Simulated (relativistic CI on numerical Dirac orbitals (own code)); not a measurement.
# Radial parameters of Au LXI

Computed by Dirac-Coulomb-Breit CI, orbitals from a KLI potential per configuration, QED by a radiative potential, unscaled Slater integrals (own radial code, finite nucleus).

Slater integrals F^k, G^k are unscaled and averaged over j, outside the closed core [Ne]; ζ comes from projecting the Hamiltonian with its Breit term on Σ l·s of the shell.

- 3s²3p⁶3d: ζ(3d) = 338490 cm⁻¹; <r>(3d) = 0.1522, <r^2>(3d) = 0.02676 (bohr units).
- 3s²3p⁵3d²: ζ(3p) = 2.5192e+06, F^2(3d,3d) = 673520, F^4(3d,3d) = 435890, F^2(3p,3d) = 576620, G^1(3p,3d) = 602930, G^3(3p,3d) = 405610, ζ(3d) = 336110 cm⁻¹; <r>(3p) = 0.1707, <r^2>(3p) = 0.03382, <r>(3d) = 0.1524, <r^2>(3d) = 0.02681 (bohr units).
- 3s3p⁶3d²: F^2(3d,3d) = 673200, F^4(3d,3d) = 435680, G^2(3s,3d) = 468560, ζ(3d) = 337410 cm⁻¹; <r>(3s) = 0.1727, <r^2>(3s) = 0.03414, <r>(3d) = 0.1524, <r^2>(3d) = 0.02684 (bohr units).

Task: Give the Racah parameters of the d shell in 3s²3p⁵3d².

Result: B = F²/49 − 5F⁴/441 = 8803 cm⁻¹ and C = 35F⁴/441 = 34595 cm⁻¹.

Averages of the first 10 configurations, taken without configuration mixing, which lowers the lowest level and can move excited configurations by several eV; other configurations of the list can lie among them:

```
Configuration  Parity  States  Average energy above the lowest level (eV)
     3s²3p⁶3d    even      10                                        63.8
    3s²3p⁵3d²     odd     270                                       578.0
     3s3p⁶3d²    even      90                                      1135.6
     3s²3p⁶4s    even       2                                      2496.2
     3s²3p⁶4p     odd       6                                      2710.2
     3s²3p⁶4d    even      10                                      2921.2
   3s²3p⁵3d4s     odd     120                                      2998.7
     3s²3p⁶4f     odd      14                                      3058.4
   3s²3p⁵3d4p    even     360                                      3213.0
       3p⁶3d³    even     120                                      2220.4
```
